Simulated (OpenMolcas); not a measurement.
## Multiconfigurational calculation on Kr V

Input:

```
&GATEWAY
Coord
1

Kr 0.0 0.0 0.0
Basis=ANO-R2
Group=XYZ
NoMove
AngMom=0.0 0.0 0.0
AMFI
&SEWARD
* reference wave functions (RASSCF and RASSI steps not shown): 4 electrons in 4 orbitals (4s 4p)
>>> COPY JOB001 $Project.JobIph
&CASPT2
Multistate=6 1 2 3 4 5 6
Frozen=3 6
IPEA=0.25
Imaginary=0.1
MaxIter=60
WThr=0.0 0.3 0.05
PrWF=0.5
NoMix
>>> COPY JOB002 $Project.JobIph
&CASPT2
Multistate=11 1 2 3 4 5 6 7 8 9 10 11
Frozen=3 6
IPEA=0.25
Imaginary=0.1
MaxIter=60
WThr=0.0 0.3 0.05
PrWF=0.5
NoMix
>>> COPY JOB003 $Project.JobIph
&CASPT2
Multistate=1 1
Frozen=3 6
IPEA=0.25
Imaginary=0.1
MaxIter=60
WThr=0.0 0.3 0.05
PrWF=0.5
NoMix
...
```

Launched by
```bash
OMP_NUM_THREADS=1 MOLCAS_MEM=1689 MOLCAS_PROJECT=a pymolcas a.inp > a.log  # once for each step of the input, in one work folder
```

Output, cut to the results:

```
--- CASPT2 ---
Orbital specifications:
      -----------------------

      Symmetry species                           1   2
                                                ag  au
      Frozen orbitals                            3   6
      Inactive orbitals                          5   0
      Active orbitals                            1   3
      Secondary orbitals                        26  27
      Deleted orbitals                           0   0
      Number of basis functions                 35  36
Type of calculation                        MS-CASPT2
      Fock operator                              state-specific
      IPEA shift                                 0.25
      Real shift                                 0.00
      Imaginary shift                            0.10
      The input orbitals will be transformed to quasi-canonical
Reference energy:       -2783.8158816064
      E2 (Non-variational):      -0.4986722304
      Shift correction:          -0.0000835853
      E2 (Variational):          -0.4987558157
      Total energy:           -2784.3146374221
      Residual norm:              0.0000000909
      Reference weight:           0.96089
      Contributions to the CASPT2 correlation energy
      Active & Virtual Only:         -0.0602821546
      One Inactive Excited:          -0.0814152547
      Two Inactive Excited:          -0.3569748212
Reference energy:       -2783.8158816064
      E2 (Non-variational):      -0.4986722307
      Shift correction:          -0.0000835853
      E2 (Variational):          -0.4987558160
      Total energy:           -2784.3146374224
      Residual norm:              0.0000000909
      Reference weight:           0.96089
      Contributions to the CASPT2 correlation energy
      Active & Virtual Only:         -0.0602821548
      One Inactive Excited:          -0.0814152547
      Two Inactive Excited:          -0.3569748212
::    CASPT2 Root  1     Total energy:  -2784.31463742
::    CASPT2 Root  2     Total energy:  -2784.31463742
::    CASPT2 Root  3     Total energy:  -2784.31463742
::    CASPT2 Root  4     Total energy:  -2783.01545226
::    CASPT2 Root  5     Total energy:  -2783.01545222
::    CASPT2 Root  6     Total energy:  -2783.01545216
::    MS-CASPT2 Root  1     Total energy:  -2784.31495100
::    MS-CASPT2 Root  2     Total energy:  -2784.31495100
::    MS-CASPT2 Root  3     Total energy:  -2784.31495100
::    MS-CASPT2 Root  4     Total energy:  -2783.01513869
::    MS-CASPT2 Root  5     Total energy:  -2783.01513864
::    MS-CASPT2 Root  6     Total energy:  -2783.01513859
--- CASPT2 ---
Orbital specifications:
      -----------------------

      Symmetry species                           1   2
                                                ag  au
      Frozen orbitals                            3   6
      Inactive orbitals                          5   0
      Active orbitals                            1   3
      Secondary orbitals                        26  27
      Deleted orbitals                           0   0
      Number of basis functions                 35  36
Type of calculation                        MS-CASPT2
      Fock operator                              state-specific
      IPEA shift                                 0.25
      Real shift                                 0.00
      Imaginary shift                            0.10
      The input orbitals will be transformed to quasi-canonical
Reference energy:       -2783.7444634795
      E2 (Non-variational):      -0.5142339835
      Shift correction:          -0.0001191479
      E2 (Variational):          -0.5143531315
      Total energy:           -2784.2588166109
      Residual norm:              0.0000000937
      Reference weight:           0.95432
      Contributions to the CASPT2 correlation energy
      Active & Virtual Only:         -0.0756226405
      One Inactive Excited:          -0.0815842553
      Two Inactive Excited:          -0.3570270877
Reference energy:       -2783.7444634795
      E2 (Non-variational):      -0.5142199638
      Shift correction:          -0.0001189858
      E2 (Variational):          -0.5143389496
      Total energy:           -2784.2588024291
      Residual norm:              0.0000000973
      Reference weight:           0.95433
      Contributions to the CASPT2 correlation energy
      Active & Virtual Only:         -0.0756102050
      One Inactive Excited:          -0.0815829776
      Two Inactive Excited:          -0.3570267811
::    CASPT2 Root  1     Total energy:  -2784.25881661
::    CASPT2 Root  2     Total energy:  -2784.25880243
::    CASPT2 Root  3     Total energy:  -2784.25877508
::    CASPT2 Root  4     Total energy:  -2784.25881568
::    CASPT2 Root  5     Total energy:  -2784.25875969
::    CASPT2 Root  6     Total energy:  -2784.16898618
::    CASPT2 Root  7     Total energy:  -2783.00403004
::    CASPT2 Root  8     Total energy:  -2783.00318343
::    CASPT2 Root  9     Total energy:  -2783.00348697
::    CASPT2 Root 10     Total energy:  -2783.00086359
::    CASPT2 Root 11     Total energy:  -2783.00402591
::    MS-CASPT2 Root  1     Total energy:  -2784.25921718
::    MS-CASPT2 Root  2     Total energy:  -2784.25917964
::    MS-CASPT2 Root  3     Total energy:  -2784.25907477
::    MS-CASPT2 Root  4     Total energy:  -2784.25901493
::    MS-CASPT2 Root  5     Total energy:  -2784.25884450
::    MS-CASPT2 Root  6     Total energy:  -2784.16898364
::    MS-CASPT2 Root  7     Total energy:  -2783.00442550
::    MS-CASPT2 Root  8     Total energy:  -2783.00412777
::    MS-CASPT2 Root  9     Total energy:  -2783.00344506
::    MS-CASPT2 Root 10     Total energy:  -2783.00217961
::    MS-CASPT2 Root 11     Total energy:  -2783.00005300
--- CASPT2 ---
Orbital specifications:
      -----------------------

      Symmetry species                           1   2
                                                ag  au
      Frozen orbitals                            3   6
...
```

Levels above the lowest, from the spin-orbit matrix with the multistate effective Hamiltonian, averaged by term, added to it:

```csv
Configuration,Term,J,E (cm⁻¹),Measured (cm⁻¹),g,Term weight %
4s² 4p²,³P,0,0.0,0.0,,97
4s² 4p²,³P,1,3340,3743,1.501,100
4s² 4p²,³P,2,6910,7595,1.462,92
4s² 4p²,¹D,2,18780,19723,1.039,92
4s² 4p²,¹S,0,38720,39204,,97
4s 4p³,⁵S°,2,94540,,1.998,99
4s 4p³,³D°,2,125930,,1.179,97
4s 4p³,³D°,1,125980,,0.521,98
4s 4p³,³D°,3,126660,131016,1.334,100
4s 4p³,³P°,0,146840,147925,,100
4s 4p³,³P°,1,147070,148287,1.484,98
4s 4p³,³P°,2,147550,148668,1.485,94
4s 4p³,¹D°,2,171920,163387,1.008,98
4s 4p³,³S°,1,183480,185064,1.814,81
4s 4p³,¹P°,1,192910,194041,1.184,81
```

Against the 11 measured excited levels shown (Saloman, J. Phys. Chem. Ref. Data 36, 215 (2007)) the mean absolute deviation is 2000 cm-1; the largest miss in energy is 4s 4p³ ¹D°₂: computed 171920, measured 163387 cm⁻¹ (+5.2 %), and the largest in proportion 4s² 4p² ³P₁ (-10.7 %).

CASPT2 breaks the degeneracy within a term, and the mean is taken; among the terms shown or strongly mixed into the levels shown the widest spread is 1700 cm-1 (4s 4p³ ¹D°). Over all roots computed the reference weight is 0.86 to 0.97; the roots of lowest weight are the least certain, and an intruder state may touch them. Terms of s pⁿ other than that of highest spin mix with s² pⁿ⁻² d, which this space lacks; all of them can be thousands of cm-1 off, and some have no real level of that name. Measured partners are found by configuration, term and J. A level has none where our copy of the source lacks it or the pairing is in doubt (some pairs that miss far off the trend of their configuration count as doubtful), and it then counts in no deviation. Only configurations of the active space appear. The first state left out of the spin-orbit step lies near 350000 cm-1 above the lowest spin-free state of the reference (among the parities and spins computed), and the list stops at four fifths of that energy or lower.

The term weight is that of the spin-free term in the level, not the purity of its configuration. ° marks odd parity.
